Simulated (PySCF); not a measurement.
A mixed set of molecules.

All values: PBE0/def2-SVPD (PySCF) at GFN2-xTB geometries, gas phase, one conformer each. Core orbitals are frozen in the response; Δα² is half the sum of the squared differences of the principal polarisabilities.

Question: Rank by HOMO–LUMO gap, lowest first.
A. `Clc1ccnnn1`
B. `FCc1ccc[nH]1`
C. `CCC(=O)O[SiH2][SiH3]`
D. `FC1=CCPC1`

Answer: A (5.13 eV), B (6.66 eV), D (7.21 eV), C (7.67 eV).

Question: Rank by dipole moment, highest first.
A. `[CH3:1][CH2:2][C:3](=[O:4])[O:5][SiH2:6][SiH3:7]` with C1–C2–C3–O4 -2°, C2–C3–O5–Si6 179°, C3–O5–Si6–Si7 0°
B. `[F:1][CH2:2][c:3]1[cH:4][cH:5][cH:6][nH:7]1` with F1–C2–C3–C4 122°
C. `c1c(Cl)nnnc1`
D. `[F:1][C:2]1=[CH:3][CH2:4][PH:5][CH2:6]1` with C2–C3–C4–P5 -15°, C3–C4–P5–C6 19°, C4–P5–C6–C2 -19°, F1–C2–C6–P5 -167°

Answer: C (4.52 D), A (1.92 D), B (1.60 D), D (0.89 D).

All values together:

| SMILES | formula | μ (D) | HOMO (eV) | LUMO (eV) | α (Å³) | Δα (Å³) | electrons | α per electron (Å³) |
| --- | --- | --- | --- | --- | --- | --- | --- | --- |
| FCc1ccc[nH]1 | C5H6FN | 1.60 | -6.36 | 0.30 | 9.66 | 4.74 | 52 | 0.186 |
| Clc1ccnnn1 | C3H2ClN3 | 4.52 | -7.43 | -2.31 | 9.85 | 6.42 | 58 | 0.170 |
| FC1=CCPC1 | C4H6FP | 0.89 | -7.07 | 0.13 | 10.22 | 3.04 | 54 | 0.189 |
| CCC(=O)O[SiH2][SiH3] | C3H10O2Si2 | 1.92 | -8.05 | -0.38 | 14.57 | 4.43 | 72 | 0.202 |

Conformers: `[F:1][CH2:2][c:3]1[cH:4][cH:5][cH:6][nH:7]1` with F1–C2–C3–C4 122°; `[F:1][C:2]1=[CH:3][CH2:4][PH:5][CH2:6]1` with C2–C3–C4–P5 -15°, C3–C4–P5–C6 19°, C4–P5–C6–C2 -19°, F1–C2–C6–P5 -167°; `[CH3:1][CH2:2][C:3](=[O:4])[O:5][SiH2:6][SiH3:7]` with C1–C2–C3–O4 -2°, C2–C3–O5–Si6 179°, C3–O5–Si6–Si7 0°.
